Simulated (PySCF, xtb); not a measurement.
SiHFClBr, SMILES F[SiH](Cl)Br.

The structure is a stationary point at B3LYP-D3(BJ)/def2-SVP.

Level of theory: IEF-PCM-PBE0/def2-SVP (PySCF 2.14.0).

The values are the electrostatic part of the solvation free energy, E(continuum) − E(gas) at the gas-phase geometry, in a cavity of scaled van der Waals radii (PySCF's table); cavitation and dispersion terms are not included. In vacuum the orbital gap is 8.88 eV. The dipole moment in vacuum is 1.18 D.

Question: Estimate the values in water (ε = 78.36), 1-octanol (ε = 9.86), chlorobenzene (ε = 5.70). (Estimate from the structure and the level; the computed values follow.)

Answer: 
```
solvent            ε  ΔG(elec) (kcal/mol)  dipole (D)  gap (eV)
-------------  -----  -------------------  ----------  --------
water          78.36                 -1.6        1.50      8.97
1-octanol       9.86                 -1.3        1.45      8.96
chlorobenzene   5.70                 -1.2        1.42      8.95
```

For comparison, GFN2-xTB/ALPB(water) (xtb, at the GFN2-xTB geometry, all terms of that model) gives 0.6 kcal/mol.
